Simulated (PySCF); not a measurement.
Correlation energy of Mg (magnesium, neutral)

[Ne] 3p2, high-spin 3P determinant (an excited configuration). All numbers are calculated (PySCF 2.14, the non-relativistic Hamiltonian (point nucleus), in aug-cc-pCVDZ (6s5p3d, 36 functions)). Frozen: [Ne]; 2 electrons correlated.

With two correlated electrons CCSD is exact within the correlated space (frozen core and kept virtual orbitals).

| level | correlation energy (mhartree) |
| --- | --- |
| CCSD | -8.21 |

Diagnostics: T1 = 0.0028, D1 = 0.0040, largest double amplitude 0.113.

Cost of the coupled-cluster step: of the order of 0.15 core-seconds, for 2 correlated electrons.
